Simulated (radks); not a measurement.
Results of a calculation; reference values are marked as such.
Charge is removed step by step from the 4s up level of Cr, starting from [Ar] 3d5 4s(up 1, down 0). Code: a radial shooting solver on a logarithmic mesh with Libxc functionals. Model: scalar-relativistic Kohn-Sham, SCAN, spin-polarised, spherical densities, finite nucleus; open shells are filled with parallel spins first; meta-GGA in the generalised Kohn-Sham scheme; Fermi nuclear charge, rms radius 3.6452 fm.

| removed (e) | E - E(0) (eV) | eigenvalue (eV) |
|---|---|---|
| 0 | 0.000 | -4.941 |
| 0.25 | 1.448 | -6.325 |
| 0.5 | 3.150 | -7.533 |
| 0.75 | 5.212 | -8.827 |

The mean slope of the eigenvalue, de/dn, is 5.18 eV per electron.
